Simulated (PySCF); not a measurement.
How methods differ on the ionisation energy of Ce²⁺

Ce²⁺ [Xe] 4f2 (high-spin determinant) → Ce³⁺ [Xe] 4f1 (2F), as a difference of total energies. Computed with PySCF 2.14 in ANO-RCC-VTZP, with scalar relativity by spin-free X2C-1e. Correlated levels: valence: [Kr] 4d10 frozen. The calculations carry no spin-orbit coupling.

```tsv
method	ionisation energy (eV)	plus first-order spin-orbit estimate	difference from reference of that sum (eV)
UHF	18.021	18.083	-2.114
MP2 (valence)	19.162	19.224	-0.973
SCS-MP2 (valence)	18.941	19.003	-1.194
CCSD (valence)	19.158	19.220	-0.977
CCSD(T) (valence)	19.244	19.306	-0.891
```

Reference: 20.197 eV (semi-empirical (NIST evaluation); NIST Atomic Spectra Database, ionization energies).

A first-order spin-orbit estimate (lowest level to lowest level, LS coupling) adds 0.062 eV.

Errors of the correlated levels include the incompleteness of this basis and the frozen core.

The determinant of Ce²⁺ mixes LS terms, which raises its energy above the lowest term, most at the Hartree-Fock and MP2 levels.
